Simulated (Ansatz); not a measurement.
Co₂Si⁺. Total charge 1; doublet. Geometry B3LYP-D4/def2-TZVP, that of the neutral singlet; atoms count from 1.

```xyz
3

Co   -0.642   -0.414    0.943
Co    0.330   -0.792   -0.858
Si    0.312    1.206   -0.085
```

The charge 1 doublet is spin-contaminated (final ⟨S²⟩ up to 2.48, 0.75 for a pure state). The structure comes from a short search, and lower isomers may exist.

Question: Estimate the Mulliken populations from the PBE0/def2-TZVP orbitals of Ansatz.

Answer: 
| atom | charge (e) | spin (α − β) | d electrons |
| --- | --- | --- | --- |
| Co1 | 0.40 | 2.37 | 7.66 |
| Co2 | 0.36 | -1.79 | 7.79 |
| Si3 | 0.24 | 0.42 | – |
Mulliken values and Mayer orders depend strongly on the basis.

Question: Where does the spin sit?

Answer: Summed by element: Co 0.58, Si 0.42, of 1 unpaired in all. Largest on single atoms: Co1 2.37, Co2 -1.79, Si3 0.42.

Question: And the Mayer bond orders between bonded heavy atoms (over 0.3)?

Answer: Co1–Co2 0.88 (2.08 Å); Co1–Si3 1.12 (2.14 Å); Co2–Si3 1.30 (2.14 Å).
